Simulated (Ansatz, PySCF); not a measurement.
System: CH3Mg, charge 1, multiplicity 1. It need not be the lowest isomer of its formula. 
Coordinates optimised at B3LYP-D3(BJ)/def2-TZVP (Ansatz, an electronic-structure program):
SMILES: [Mg+][CH3]
```xyz
5

Mg    -0.6598    -0.3921    -0.5360
C      0.8075     0.4799     0.6560
H      1.2964    -0.3340     1.1867
H      0.2920     1.1615     1.3290
H      1.4842     0.9987    -0.0193
```
Charge +1, spin multiplicity 1.

Total electronic energies in hartree. Valence correlation only, unless marked. Spin-orbit coupling is left out. No relativistic terms. CBS(X,Y): correlation extrapolated as X^-3; Hartree-Fock from the larger set. [CCSD(T)-MP2]/basis is that difference in the basis named.

The Hartree-Fock reference is unstable (checked in the largest basis), which strains HF and MP2. 

| level | program | energy (Eh) |
|---|---|---|
| HF/def2-TZVPP | Ansatz | -238.96895 |
| HF-D4/def2-TZVPD | PySCF + dftd4 | -238.97590 |
| RI-HF/def2-TZVPP | Ansatz | -238.96894 |
| BLYP-D4/def2-TZVPD | Ansatz + dftd4 | -239.70980 |
| BLYP/def2-TZVPD | Ansatz | -239.70543 |
| revPBE-D3(BJ)/def2-TZVPD | Ansatz + dftd3 | [?] |
| B3LYP-D3(BJ)/def2-TZVPD | Ansatz + dftd3 | -239.74777 |
| PBE0-D4/def2-TZVP | Ansatz + dftd4 | -239.55996 |
| TPSSh-D3(BJ)/def2-TZVPD | PySCF + dftd3 | -239.73975 |
| TPSSh/def2-TZVPD | PySCF | -239.73664 |
| PW6B95-D4/def2-TZVPD | PySCF + dftd4 | -239.97304 |
| B2PLYP-D4/def2-TZVPD | Ansatz + dftd4 | -239.56459 |
| PBE-QIDH/def2-TZVPD | Ansatz | [?] |
| MP2/def2-TZVPP | Ansatz | -239.17551 |
| MP2/CBS(def2-TZVPPD,def2-QZVPPD) | Ansatz | -239.2079 |
| RI-MP2/def2-QZVPP | Ansatz | -239.19906 |
| RI-MP2/CBS(def2-TZVPPD,def2-QZVPPD) | Ansatz | -239.2078 |
| CCSD/6-31G* | Ansatz | -239.11232 |
| CCSD/CBS(def2-TZVPPD,def2-QZVPPD) | Ansatz | -239.2206 |
| CCSD(T)/STO-3G | Ansatz | -236.20652 |
| CCSD(T)/def2-SVPD | Ansatz | -239.05686 |
| RI-MP2/CBS(def2-TZVPPD,def2-QZVPPD)+[CCSD(T)-MP2]/def2-SVPD | Ansatz | -239.2344 |
| CCSD(T)/CBS(def2-TZVPPD,def2-QZVPPD) | Ansatz | -239.2305 |

### Question
Some entries are withheld; supply them.

### Answer

- revPBE-D3(BJ)/def2-TZVPD, energy (Eh): -239.67331
- PBE-QIDH/def2-TZVPD, energy (Eh): -239.45771
